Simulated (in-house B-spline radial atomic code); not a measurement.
RPA and G0W0 on r2SCAN0: S II (S+)

Configuration [Ne] 3s2 3p3, highest spin, mean-field start r2SCAN0. Computed with a B-spline radial code for spherical atoms: all electrons, non-relativistic, point nucleus, each spin shell either full or empty, empty states to l = 9 with an (l + 1/2)⁻⁴ tail; G0W0 by contour deformation at full frequency.

Command:
```bash
python run_gw.py task.json out
```
Settings (radii: box in bohr, nucleus in fm):
```
Z                        16
electrons                15
configuration            [Ne] 3s2 3p3
hamiltonian              nr
method                   r2scan0
lmax                     9
spin_polarised           True
box_radius               23.78
intervals                50
```

Cost of the run: 2 s on 1 thread of Arm Neoverse N1, on a shared host.

Energies (hartree):

| term | value |
| --- | --- |
| mean-field total | -397.71555 |
| Hartree-Fock functional on these orbitals | -397.17075 |
| direct second order | -0.95056 |
| second-order exchange | 0.34803 |
| SOSEX correction | 0.31535 |

Task: What is the RPA correlation energy, and what remains with SOSEX?

Result: RPA gives -0.83307 hartree (-1.51 eV per electron); RPA + SOSEX gives -0.51772, and the second-order doubles -0.60252 hartree (no singles). RPA lacks exchange-type terms and so overcorrelates at short range.

Quasi-particle levels (eV):

| level | occupied | mean field | Σx - vxc | Σc | QP weight | G0W0 |
| --- | --- | --- | --- | --- | --- | --- |
| 3p up | yes | -19.863 | -3.50 | ? | ? | ? |
| 3s down | yes | -26.536 | -2.39 | -1.73 | 0.919 | -30.65 |
| 3p down | no | -12.958 | 5.11 | -2.61 | 0.927 | -10.458 |

G0W0 = mean field + (Σx - vxc) + Σc, with Σc (partial-wave tail included) taken at the quasi-particle energy. Only the outer levels were computed. Levels of low weight are left out.

Task: Where does G0W0 put 3p up?

Result: At -23.470 eV, with Σc = -0.11 eV and a quasi-particle weight of 0.924. The tabulated removal energy is 23.338 eV (NIST, measured); the calculation leaves out relativity, Breit and QED terms, and what these don't explain is the method's own error.
